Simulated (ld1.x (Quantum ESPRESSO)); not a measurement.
## Which change was made? (Xe, TM)

ld1.x (Quantum ESPRESSO) 7.5 input, shortened:

```
&input
   title='Xe', zed=54., rel=1, dft='WC', iswitch=3,
   config='[Kr] 4d10 5s2 5p6'
 /
 &inputp
   pseudotype=2, tm=.true., lloc=2,
   nlcc=.true., new_core_ps=.true.
 /
3
5S  1  0   2.00   0.00  1.35  1.35  0.0
5P  2  1   6.00   0.00  2.10  2.10  0.0
4D  3  2  10.00   0.00  1.05  1.05  0.0
 &test
   configts(1)='4d10 5s2 5p6'
 /
```

Cutoffs, loose and tight: the cutoffs (Ry, on a coarse ladder) from which the occupation-weighted sum of valence levels, in a spherical-Bessel basis at the reference potential, stays within 10 and 1 mRy of its value at 400 Ry. They do not see the model core or the augmentation charge, which bear on the density cutoff. Test errors are all-electron minus pseudo excitation energies from the reference, over the configurations 4d10 5s2 5p5; 4d10 5s2 5p4; 4d10 5s2 5p3; 4d9 5s2 5p6; 4d10 5s1 5p6; 4d10 5s2 5p2; 4d10 5s2 5p5.5; variants that change the core or the reference have their own tests. The largest error is taken over the tests solved by every variant that gives reliable tests at all, those not shown here included: 4d10 5s1 5p6; 4d10 5s2 5p3; 4d10 5s2 5p4; 4d10 5s2 5p5; 4d10 5s2 5p5.5.

The base gives: outcome: generated; cutoff, loose: 140 Ry; cutoff, tight: 230 Ry; bound ghosts: s, p; largest test error (meV): +12.

On the changes marked as counting shells twice: ld1.x takes every shell without a wave as core, so the model core holds the marked electrons as well and exchange and correlation see them twice. This cancels in the reference configuration, but the file is broken for other ones, and its errors say nothing about a proper core correction.

Question: After one change the result is: outcome: generated, misses its reference levels by 2.85 eV; cutoff, loose: 230 Ry; cutoff, tight: 300 Ry; bound ghosts: none; largest test error (meV): -5633. Which change was it?
A. wave 4d (bound): rc 1.05 bohr becomes 4d (bound): rc 1.60 bohr
B. core [Ar] 3d10, valence charge 26; reference 4s2 4p6 4d10 5s2 5p6; waves now 4p (bound): rc 1.00 bohr; 4d (bound): rc 1.10 bohr; 4s (bound): rc 1.00 bohr; local potential the s channel; core correction a·sin(br)/r model core inside 0.50 bohr (5p, 5s counted twice)
C. all radii but the core radius scaled by about 1.18 (s 1.58, p 2.48, d 1.24 bohr)

Answer: B. The others give: wave 4d (bound): rc 1.05 bohr becomes 4d (bound): rc 1.60 bohr → outcome: generated; cutoff, loose: 100 Ry; cutoff, tight: 180 Ry; bound ghosts: s, p; largest test error (meV): -11 | all radii but the core radius scaled by about 1.18 (s 1.58, p 2.48, d 1.24 bohr) → outcome: generated; cutoff, loose: 120 Ry; cutoff, tight: 200 Ry; bound ghosts: s, p; largest test error (meV): -9.3.
